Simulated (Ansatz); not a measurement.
Ge2Se, relaxed as a quintet with UKS r2SCAN-D4/def2-TZVP in Ansatz, starting from the r2SCAN-D4/def2-TZVP geometry of the neutral singlet. Force threshold 0.02 eV/Å.

The relaxation made no stability test and no search for a lower SCF solution. At r2SCAN-D4/def2-TZVP a singlet of charge 0 lies 3.47 eV below the quintet, each at its own geometry. The structure comes from a short search, and lower isomers may exist.

Start:

Cartesian coordinates in Å:
```
Ge 1.0582 0.7147 -0.6549
Ge -0.3778 0.1661 1.3745
Se -0.6804 -0.8808 -0.7196
```

```
        step   energy (eV)  largest force component (eV/Å)  SCF passes
           1  -178382.7381                           1.029          19
           2  -178382.8329                           0.275          22
           3  -178382.8424                           0.032          24
4 (rejected)  -178382.8423                           0.040          26
           5  -178382.8425                           0.000          27
```

Force components are those of the run's own axes.

End:

| atom | x (Å) | y (Å) | z (Å) |
| --- | --- | --- | --- |
| Ge1 | 1.084 | 0.747 | -0.630 |
| Ge2 | -0.354 | 0.198 | 1.402 |
| Se3 | -0.730 | -0.946 | -0.772 |

By distances, no bond broke or formed. The bond that changes most is Ge2–Se3, from 2.36 to 2.49 Å (atoms count from 1).

No frequencies were taken in this run, so the end may be a saddle point.

It took 16 s on 4 threads of Arm Neoverse V1 on a shared host.
